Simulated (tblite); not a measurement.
C₃H₁₂OSSi₃.
Z-matrix (Å and degrees, GFN2-xTB geometry), rows numbered from 1:
```
O 
C   1  1.2025
C   2  1.4926  1  124.12
S   3  1.8513  2  105.09  1   130.78
C   3  1.5065  2  113.80  1     5.59
Si  5  1.9255  3  112.11  2   -46.90
Si  6  2.3149  5  111.44  3    99.43
Si  7  2.3175  6  116.45  5   -12.59
H   2  1.1038  1  121.50  3   178.14
H   3  1.0940  2  108.61  1  -119.47
H   4  1.3332  3   95.88  2   -66.08
H   5  1.0916  3  109.00  2    73.74
H   5  1.0885  3  109.01  2  -170.11
H   6  1.4753  5  103.12  3  -137.08
H   6  1.4707  5  106.01  3   -28.88
H   7  1.4777  6  108.30  5   111.88
H   7  1.4707  6  108.44  5  -137.51
H   8  1.4665  7  113.18  6   136.36
H   8  1.4613  7  114.38  6  -101.56
H   8  1.4741  7  112.14  6    18.67
```

Computed with GFN2-xTB (tblite): harmonic, unscaled wavenumbers at the GFN2-xTB geometry, gas phase. This tight-binding method is rough: wavenumbers can miss measured ones by several per cent, in bad cases by 10 to 20. Modes of hydrogen on silicon and sulfur can be 10 to 20 % off. One conformer, not necessarily the lowest.

Harmonic wavenumbers (cm⁻¹): 28.2, 31.5, 69.2, 70.6, 77.4, 117.0, 145.0, 167.3, 233.4, 259.4, 277.7, 336.2, 346.8, 392.9, 404.6, 453.5, 461.5, 497.0, 559.6, 562.5, 597.8, 624.2, 684.7, 719.2, 742.2, 792.0, 800.2, 823.6, 827.4, 836.1, 841.0, 859.8, 878.9, 955.8, 1089.3, 1130.8, 1157.8, 1244.9, 1275.2, 1348.0, 1488.5, 1748.7, 2113.2, 2143.0, 2150.0, 2175.7, 2188.7, 2224.7, 2269.2, 2422.8, 2812.0, 2942.3, 2974.8, 3011.7.

A = 1410, B = 608.8, C = 503.6 MHz; mass 179.992 u (most abundant isotopes); point group C1, symmetry number 1.

Problem. Zero-point energy?

Solution. ½Σν̃ = 28193 cm⁻¹ = 80.61 kcal/mol.

Problem. Give the ideal-gas entropy at 200 K and 1 bar in the rigid-rotor, harmonic-oscillator model (classical rotation).

Solution. Translation 39.51, rotation 29.80, vibration 33.52: S = 102.8 cal/(mol K).

Problem. And Cp and H(200 K) − H(0)?

Solution. Cp = 39.55 cal/(mol K), of which vibrations give 31.60 (their classical limit is 54 R = 107.3); H(200 K) − H(0) = 4.96 kcal/mol without the zero-point energy, 3.37 from vibrations.

Problem. What must be added to the electronic energy to get the Gibbs energy at 200 K and 1 bar?

Solution. ZPE + [H(200 K) − H(0)] − T·S = 80.61 + 4.96 − 20.57 = 65.00 kcal/mol.

Problem. Blend soft modes into free rotors: weight 1/[1 + (100 cm⁻¹/ν̃)⁴] for the oscillator and the rest for a rotor with moment μB/(μ + B), μ = h/(8π²ν), B = 10⁻⁴⁴ kg m². What vibrational entropy results?

Solution. 29.58 cal/(mol K) in place of 33.52, which changes −T·S at 200 K by +0.79 kcal/mol.

Problem. How do the functions run with temperature in this model?

Solution. 
| T (K) | S (cal/(mol K)) | Cp (cal/(mol K)) | H − H(0) (kcal/mol) | G − H(0) (kcal/mol) | ln q(vib) |
| --- | --- | --- | --- | --- | --- |
| 100 | 80.9 | 25.3 | 1.72 | -6.37 | 3.95 |
| 300 | 121.4 | 52.4 | 9.58 | -26.83 | 12.50 |
| 500 | 152.7 | 70.4 | 22.00 | -54.35 | 20.16 |
| 800 | 189.6 | 86.5 | 45.75 | -105.94 | 30.21 |
| 1000 | 209.7 | 93.3 | 63.76 | -145.92 | 36.11 |

q(vib) and H(0) count from the zero-point level.

Problem. Which modes carry the vibrational entropy at 200 K?

Solution. 28.2 cm⁻¹: 5.16; 31.5 cm⁻¹: 4.94; 69.2 cm⁻¹: 3.39; 70.6 cm⁻¹: 3.35; 77.4 cm⁻¹: 3.18; 117.0 cm⁻¹: 2.39 cal/(mol K); the other 48 give 11.10 together.

Hindered rotation and anharmonicity are outside this model. Other conformers, if any are populated, would add a mixing term that is left out. The structure is chiral; the term R ln 2 for an equal mix with its mirror image is left out.

Time: 2.1 s wall. Hardware: one thread of an Arm Neoverse N1, shared host. The figure is for the frequency step alone.
